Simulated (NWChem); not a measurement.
System: GaNH3Br; SMILES [NH2][GaH][Br]

NWChem printed, in part:

```
             Northwest Computational Chemistry Package (NWChem) 7.3.0
             --------------------------------------------------------

                             Geometry "geometry" -> ""
                             -------------------------

 Output coordinates in angstroms (scale by  1.889725989 to convert to a.u.)

  No.       Tag          Charge          X              Y              Z
 ---- ---------------- ---------- -------------- -------------- --------------
    1 Ga                  31.0000    -0.37897700     0.90148300     0.00000000
    2 H                    1.0000    -1.85381600     1.38015500     0.00000000
    3 Br                  35.0000     0.11724600    -1.34230400     0.00000000
    4 N                    7.0000     1.06063500     1.98006500     0.00000000
    5 H                    1.0000     2.01364800     1.63715400     0.00000000
    6 H                    1.0000     1.01383900     2.99159500     0.00000000

 Effective nuclear repulsion energy (a.u.)     399.0019249978

                              NWChem Property Module
                              ----------------------

  itol2e modified to match energy
  convergence criterion.

                                 NWChem DFT Module
                                 -----------------

 Summary of "ao basis" -> "ao basis" (spherical)
 ------------------------------------------------------------------------------
       Tag                 Description            Shells   Functions and Types
 ---------------- ------------------------------  ------  ---------------------
 Ga                         6-311g**                18       44   8s7p3d
 H                          6-311g**                 4        6   3s1p
 Br                         6-311g**                18       44   8s7p3d
 N                          6-311g**                 8       18   4s3p1d

  itol2e modified to match energy
  convergence criterion.

            General Information
            -------------------
          SCF calculation type: DFT
          Wavefunction type:  closed shell.
          No. of atoms     :     6
          No. of electrons :    76
           Alpha electrons :    38
            Beta electrons :    38
          Charge           :     0
          Spin multiplicity:     1
          Use of symmetry is: off; symmetry adaption is: off
          Maximum number of iterations: 150
          AO basis - number of functions:   124
                     number of shells:    56
          Convergence on energy requested:  1.00D-07
          Convergence on density requested:  1.00D-05
          Convergence on gradient requested:  5.00D-04

              XC Information
              --------------
                         B3LYP Method XC Potential
                     Hartree-Fock (Exact) Exchange  0.200
                        Slater Exchange Functional  0.800 local
                    Becke 1988 Exchange Functional  0.720 non-local
              Lee-Yang-Parr Correlation Functional  0.810
                  VWN I RPA Correlation Functional  0.190 local

             Grid Information
             ----------------
          Grid used for XC integration:  fine
          Radial quadrature: Mura-Knowles
          Angular quadrature: Lebedev.
          Tag              B.-S. Rad. Rad. Pts. Rad. Cut. Ang. Pts.
          ---              ---------- --------- --------- ---------
          Ga                  1.30      140          10.0       974
          H                   0.35       60          12.0       590
          Br                  1.15      140          12.0       974
          N                   0.65       70          10.0       590
          Grid pruning is: on
          Number of quadrature shells:   530
          Spatial weights used:  Erf1

      Superposition of Atomic Density Guess
      -------------------------------------

 Sum of atomic energies:       -4551.34411577

      Non-variational initial energy
      ------------------------------

 Total energy =   -4552.164157
 1-e energy   =   -7138.046321
 2-e energy   =    2186.880238
 HOMO         =      -0.352703
 LUMO         =       0.010199

   convergence    iter        energy       DeltaE   RMS-Dens  Diis-err
 ---------------- ----- ----------------- --------- --------- ---------
 d= 0,ls=0.0,diis     1  -4555.5893219522 -4.95D+03  7.56D-03  6.64D+00
 d= 0,ls=0.0,diis     2  -4555.5523332551  3.70D-02  7.84D-03  9.89D-01
 d= 0,ls=0.0,diis     3  -4555.4993746166  5.30D-02  3.76D-03  1.67D+00
 d= 0,ls=0.0,diis     4  -4555.6638948042 -1.65D-01  8.10D-04  2.09D-02
 d= 0,ls=0.0,diis     5  -4555.6654447370 -1.55D-03  2.62D-04  3.28D-03
  Resetting Diis
 d= 0,ls=0.0,diis     6  -4555.6657151923 -2.70D-04  4.91D-05  1.11D-04
 d= 0,ls=0.0,diis     7  -4555.6657260110 -1.08D-05  1.39D-05  7.51D-06
 d= 0,ls=0.0,diis     8  -4555.6657258825  1.29D-07  7.20D-06  1.25D-05
 d= 0,ls=0.0,diis     9  -4555.6657263293 -4.47D-07  1.83D-06  2.06D-07
 d= 0,ls=0.0,diis    10  -4555.6657263430 -1.36D-08  6.15D-07  1.32D-08

         Total DFT energy =    -4555.665726342957
      One electron energy =    -7139.740775821203
           Coulomb energy =     2359.642162484108
    Exchange-Corr. energy =     -174.569038003670
 Nuclear repulsion energy =      399.001924997808

 Numeric. integr. density =       76.000000465000

                       DFT Final Molecular Orbital Analysis
                       ------------------------------------

 Vector   36  Occ=2.000000D+00  E=-3.021877D-01
              MO Center=  2.1D-01, -6.6D-01, -4.1D-09, r^2= 3.1D+00
   Bfn.  Coefficient  Atom+Function         Bfn.  Coefficient  Atom+Function
  ----- ------------  ---------------      ----- ------------  ---------------
    76      0.491790  3 Br pz                79      0.310888  3 Br pz
    67     -0.259961  3 Br pz                73      0.211104  3 Br pz
   107      0.163610  4 N  pz               103      0.141665  4 N  pz
    26      0.099532  1 Ga pz                64      0.099480  3 Br pz
    99      0.098900  4 N  pz                23      0.095687  1 Ga pz

 Vector   37  Occ=2.000000D+00  E=-2.869493D-01
              MO Center=  4.4D-02, -1.1D+00, -5.5D-09, r^2= 2.3D+00
   Bfn.  Coefficient  Atom+Function         Bfn.  Coefficient  Atom+Function
  ----- ------------  ---------------      ----- ------------  ---------------
    74      0.534936  3 Br px                77      0.355831  3 Br px
    65     -0.285042  3 Br px                71      0.236950  3 Br px
    62      0.109078  3 Br px                68     -0.105232  3 Br px
    47      0.094483  2 H  s                 75      0.088890  3 Br py
   104     -0.078203  4 N  s                 30      0.073670  1 Ga d -2

 Vector   38  Occ=2.000000D+00  E=-2.705088D-01
              MO Center=  8.2D-01,  1.3D+00,  9.6D-11, r^2= 3.0D+00
   Bfn.  Coefficient  Atom+Function         Bfn.  Coefficient  Atom+Function
  ----- ------------  ---------------      ----- ------------  ---------------
   107      0.417653  4 N  pz               103      0.342635  4 N  pz
    76     -0.245880  3 Br pz                99      0.242067  4 N  pz
    79     -0.194664  3 Br pz                67      0.134428  3 Br pz
    73     -0.116489  3 Br pz                23      0.073390  1 Ga pz
    29      0.072623  1 Ga pz                26      0.060647  1 Ga pz

 Vector   39  Occ=0.000000D+00  E=-3.651284D-02
              MO Center= -4.0D-01,  9.0D-01,  2.7D-08, r^2= 4.4D+00
   Bfn.  Coefficient  Atom+Function         Bfn.  Coefficient  Atom+Function
  ----- ------------  ---------------      ----- ------------  ---------------
    26      0.514986  1 Ga pz                29      0.461820  1 Ga pz
   107     -0.275580  4 N  pz                23      0.238186  1 Ga pz
    79     -0.233530  3 Br pz                17     -0.174668  1 Ga pz
   103     -0.152631  4 N  pz                76     -0.136481  3 Br pz
    99     -0.115830  4 N  pz                73     -0.085902  3 Br pz

 Vector   40  Occ=0.000000D+00  E=-1.928291D-02
              MO Center= -1.8D-01,  5.9D-01, -2.3D-08, r^2= 5.8D+00
   Bfn.  Coefficient  Atom+Function         Bfn.  Coefficient  Atom+Function
  ----- ------------  ---------------      ----- ------------  ---------------
     8      1.029478  1 Ga s                 47     -0.505109  2 H  s
     7      0.490019  1 Ga s                 78     -0.485108  3 Br py
    58     -0.460322  3 Br s                104     -0.450283  4 N  s
    27      0.314198  1 Ga px                25     -0.285126  1 Ga py
   121      0.250411  6 H  s                  6     -0.226494  1 Ga s

 Vector   41  Occ=0.000000D+00  E= 1.274035D-02
              MO Center= -2.0D-01,  1.5D+00,  1.7D-09, r^2= 8.9D+00
   Bfn.  Coefficient  Atom+Function         Bfn.  Coefficient  Atom+Function
  ----- ------------  ---------------      ----- ------------  ---------------
    28      0.979279  1 Ga py               104     -0.522536  4 N  s
    58      0.423024  3 Br s                 27      0.308122  1 Ga px
   115      0.221397  5 H  s                  7     -0.170784  1 Ga s
    77     -0.170985  3 Br px               121      0.150526  6 H  s
    22      0.147895  1 Ga py               100     -0.148329  4 N  s

     Multipole analysis of the density
     ---------------------------------

     L   x y z        total         alpha         beta         nuclear
     -   - - -        -----         -----         ----         -------
     0   0 0 0     -0.000000    -38.000000    -38.000000     76.000000

     1   1 0 0      0.206716     -0.797511     -0.797511      1.801738
     1   0 1 0      1.053826     -0.261757     -0.261757      1.577339
     1   0 0 1      0.000000      0.000000      0.000000      0.000000

     2   2 0 0    -30.029453    -53.095432    -53.095432     76.161411
     2   1 1 0      1.190975     -3.641231     -3.641231      8.473438
     2   1 0 1      0.000000      0.000000      0.000000      0.000000
     2   0 2 0    -28.861462   -245.183022   -245.183022    461.504583
     2   0 1 1     -0.000000     -0.000000     -0.000000      0.000000
     2   0 0 2    -31.143975    -15.571988    -15.571988      0.000000

          -----------------------------------------
          Chemical Shielding Tensors (GIAO, in ppm)
          -----------------------------------------

                                NWChem CPHF Module
                                ------------------

  scftype          =     RHF
  nclosed          =       38
  nopen            =        0
  variables        =     3268
  # of vectors     =        3
  tolerance        = 0.10D-03
  level shift      = 0.00D+00
  max iterations   =       50
  max subspace     =       30

 SCF residual:    7.4610234808583891E-005

Iterative solution of linear equations
  No. of variables     3268
  No. of equations        3
  Maximum subspace       30
        Iterations       50
       Convergence  1.0D-04

   iter   nsub   residual    time
   ----  ------  --------  ---------
     1      3    3.42D-01     114.9
     2      6    1.41D-02     133.7
     3      9    8.27D-04     152.6
     4     12    2.63D-05     171.5

      Atom:    1  Ga
        Diamagnetic
   2637.9092     -0.6535     -0.0000
     -0.6535   2646.1166      0.0000
     -0.0000      0.0000   2637.7891

        Paramagnetic
  -1246.5547     42.4844      0.0000
     42.4844  -1337.2591     -0.0000
      0.0000     -0.0000  -1416.6725

        Total Shielding Tensor
   1391.3546     41.8309      0.0000
     41.8309   1308.8574     -0.0000
      0.0000     -0.0000   1221.1166

           isotropic =    1307.1095
          anisotropy =     152.6159

          Principal Components and Axis System
                 1           2           3
             1408.8535   1291.3585   1221.1166

      1         0.9225     -0.3859     -0.0000
      2         0.3859      0.9225      0.0000
      3         0.0000     -0.0000      1.0000

      Atom:    2  H
        Diamagnetic
     39.9816     -7.4387      0.0000
     -7.4387     23.9495      0.0000
      0.0000      0.0000     19.2167

        Paramagnetic
     -4.5222      1.0169     -0.0000
      1.0169     -1.3223     -0.0000
     -0.0000     -0.0000      0.0489

        Total Shielding Tensor
     35.4594     -6.4218     -0.0000
     -6.4218     22.6272     -0.0000
     -0.0000     -0.0000     19.2656

           isotropic =      25.7841
          anisotropy =      18.5055

          Principal Components and Axis System
                 1           2           3
               38.1211     19.9656     19.2656

      1         0.9238      0.3829      0.0000
      2        -0.3829      0.9238      0.0000
      3        -0.0000     -0.0000      1.0000

      Atom:    3  Br
        Diamagnetic
   3119.0368     -2.3030      0.0000
     -2.3030   3131.1059      0.0000
      0.0000      0.0000   3118.6456

        Paramagnetic
   -827.5933   -219.9797      0.0000
   -219.9797   -326.5687      0.0000
      0.0000      0.0000   -445.0646

        Total Shielding Tensor
   2291.4435   -222.2828      0.0000
   -222.2828   2804.5373      0.0000
      0.0000      0.0000   2673.5810

           isotropic =    2589.8539
          anisotropy =     446.3789

          Principal Components and Axis System
                 1           2           3
             2887.4399   2673.5810   2208.5409

      1        -0.3494      0.0000      0.9370
      2         0.9370      0.0000      0.3494
      3         0.0000      1.0000     -0.0000

      Atom:    4  N
        Diamagnetic
    327.7673      9.5998     -0.0000
      9.5998    326.4386     -0.0000
     -0.0000     -0.0000    295.8208

        Paramagnetic
   -117.7863     51.7551      0.0000
     51.7551   -159.1972     -0.0000
      0.0000     -0.0000    -82.2327

        Total Shielding Tensor
    209.9810     61.3549      0.0000
     61.3549    167.2414     -0.0000
      0.0000     -0.0000    213.5881

           isotropic =     196.9368
          anisotropy =      84.9665

          Principal Components and Axis System
                 1           2           3
              253.5812    213.5881    123.6412

      1         0.8151      0.0000     -0.5793
      2         0.5793      0.0000      0.8151
      3        -0.0000      1.0000      0.0000

      Atom:    5  H
        Diamagnetic
     44.1475     -1.7253     -0.0000
     -1.7253     27.0990     -0.0000
     -0.0000     -0.0000     19.4378

        Paramagnetic
     -5.2569      2.4838      0.0000
      2.4838     -0.6269      0.0000
      0.0000      0.0000      3.7635

        Total Shielding Tensor
     38.8906      0.7584     -0.0000
      0.7584     26.4720      0.0000
     -0.0000      0.0000     23.2013

           isotropic =      29.5213
          anisotropy =      14.1231

          Principal Components and Axis System
                 1           2           3
               38.9367     26.4259     23.2013

      1         0.9982     -0.0607      0.0000
      2         0.0607      0.9982     -0.0000
      3        -0.0000      0.0000      1.0000

      Atom:    6  H
        Diamagnetic
     25.1257      2.8487     -0.0000
      2.8487     45.8930     -0.0000
     -0.0000     -0.0000     20.4434

        Paramagnetic
      0.2619      0.7985      0.0000
      0.7985     -6.6414      0.0000
      0.0000      0.0000      2.9529

        Total Shielding Tensor
     25.3876      3.6472      0.0000
      3.6472     39.2515     -0.0000
      0.0000     -0.0000     23.3963

           isotropic =      29.3451
          anisotropy =      16.2110

          Principal Components and Axis System
                 1           2           3
               40.1525     24.4867     23.3963

      1         0.2398      0.9708     -0.0000
      2         0.9708     -0.2398      0.0000
      3        -0.0000      0.0000      1.0000
```

Level: B3LYP/6-311G** (spherical d), GIAO. Coordinates come from a PBE0/def2-SVP optimisation. The printed shielding anisotropy is the first printed principal value minus the mean of the other two.

### Question
Write an input that gives this output.

### Answer
This is not unique; one that fits is the input that was run:
```
start job
memory heap 200 mb stack 900 mb global 1100 mb
geometry units angstroms noautosym nocenter noautoz
  Ga    -0.378977     0.901483     0.000000
  H     -1.853816     1.380155     0.000000
  Br     0.117246    -1.342304     0.000000
  N      1.060635     1.980065     0.000000
  H      2.013648     1.637154     0.000000
  H      1.013839     2.991595     0.000000
end
basis spherical
  * library 6-311g**
end
dft
  xc b3lyp
  iterations 150
end
property
  shielding
end
task dft property
```
